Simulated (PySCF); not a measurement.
# How methods differ on the excitation energy of Nb

Nb [Kr] 4d4 5s1 (6D) → Nb [Kr] 4d3 5s1 5p1 (high-spin determinant), as a difference of total energies. All numbers are calculated (PySCF 2.14, scalar relativity by spin-free X2C-1e, in x2c-TZVPPall with one added diffuse shell each of s, p, d, f type (9s7p7d3f1g, 95 functions)). Correlated levels: valence and next inner shell: [Ar] 3d10 frozen. The calculations carry no spin-orbit coupling.

```
                                method  excitation energy (eV)
                                   UHF                   1.532
    MP2 (valence and next inner shell)                   2.400
SCS-MP2 (valence and next inner shell)                   2.053
   CCSD (valence and next inner shell)                   2.214
CCSD(T) (valence and next inner shell)                   2.259
```

How much does correlation contribute at CCSD(T) (valence and next inner shell)?

2.259 − (1.532) = 0.727 eV, measured against UHF.

A first-order spin-orbit estimate (lowest level to lowest level, LS coupling) adds -0.096 eV.

The determinant of the upper state mixes LS terms, which raises its energy above the lowest term, most at the Hartree-Fock and MP2 levels.
